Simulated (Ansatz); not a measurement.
Total energies of In(NH3)2H3 (InN2H9) from Ansatz at PBE0-D4/def2-TZVPD, gas phase (1 Eh = 27.2114 eV = 2625.5 kJ/mol). The reference geometry is relaxed at r2SCAN-D4/def2-SVP.

Cartesian coordinates in Å:
```
In 0.000 0.000 0.001
N -1.832 1.766 -0.057
H -2.267 1.827 -0.978
H -1.468 2.693 0.166
H -2.573 1.563 0.614
N 1.831 -1.766 0.057
H 1.899 -2.266 -0.830
H 1.661 -2.463 0.783
H 2.746 -1.355 0.243
H 0.371 0.438 1.654
H 0.817 0.804 -1.322
H -1.188 -1.242 -0.330
```

```json
{"state": "charge 0 singlet", "geometry": "reference", "energy (Eh)": "-304.96143"}
{"state": "charge -1 doublet", "geometry": "reference", "energy (Eh)": "-304.93355"}
{"state": "free In atom (doublet)", "geometry": "–", "energy (Eh)": "-190.11403"}
{"state": "free N atom (quartet)", "geometry": "–", "energy (Eh)": "-54.54388"}
{"state": "free H atom (doublet)", "geometry": "–", "energy (Eh)": "-0.50104"}
```

In the def2 sets In takes a core potential; there is no spin–orbit coupling.

Question: Work out the vertical electron affinity, to the doublet.

Answer: E(charge 0 singlet) − E(charge -1 doublet) = -304.96143 − (-304.93355) = -0.02788 Eh = -0.76 eV; negative, so the extra electron isn't bound.

Question: What is the binding energy per atom against free atoms?

Answer: Atoms: 1 × (-190.11403) + 2 × (-54.54388) + 9 × (-0.50104) = -303.71115 Eh. Binding: -303.71115 − (-304.96143) = 1.25028 Eh = 34.02 eV, or 2.84 eV for each of 12 atoms (no zero-point energy, no counterpoise term).

At PBE0-D4/def2-TZVPD the highest occupied level of the charge -1 doublet lies above zero (up to 1.82 eV). By energy differences it is unbound by 0.76 eV (vertical, to the charge 0 singlet, at PBE0-D4/def2-TZVPD) and held by the finite basis.
